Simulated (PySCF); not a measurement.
## [LaF2]+ at several levels of theory

Computed with PySCF 2.14.0 (density fitting, no spin-orbit coupling) at the geometry relaxed with PBE0:

```xyz
3
[LaF2]+ (singlet)
La    0.0000    0.0000   -0.3918
F     1.6810    0.0000    0.8007
F    -1.6810    0.0000    0.8007
```

| level | basis | state | HOMO (eV) | gap (eV) | charge on La1 (e) | population of f-type functions on La1 (core shells left out) | dipole about the centre of mass (D) | largest force component (eV/Å) |
| --- | --- | --- | --- | --- | --- | --- | --- | --- |
| PBE0 | La def2-SVP with ECP46, F def2-SVP | singlet | -15.58 | 8.17 | 1.66 | 0.18 | 6.63 | 0.02 |
| r2SCAN | the same | singlet | -14.11 | 6.50 | 1.63 | 0.17 | 6.47 | 0.36 |
| PBE0 | La def2-TZVP with ECP46, F def2-TZVP | singlet | -15.68 | 8.28 | 1.79 | 0.16 | 6.74 | 0.25 |

Charges are Mulliken's, which hang on the basis. The relaxation used the grid (50, 194), these runs (75, 302) or, all-electron (x2c bases, spin-free X2C Hamiltonian), (99, 590).

Task: What does CAM-B3LYP with La def2-SVP with ECP46, F def2-SVP give here?

Result: state singlet, HOMO (eV) -16.96, gap (eV) 10.31, charge on La1 (e) 1.65, population of f-type functions on La1 (core shells left out) 0.18, dipole about the centre of mass (D) 6.76, largest force component (eV/Å) 0.08. Time: 1.7 s on 2 threads of Intel(R) Xeon(R) Platinum 8488C (Sapphire Rapids), on a shared host, from an already converged density.

In the first row's basis the gap widens with exact exchange: 6.5 eV for r2SCAN (none); 8.2 eV for PBE0 (a fixed share); 10.3 eV for CAM-B3LYP (rising or full at long range).
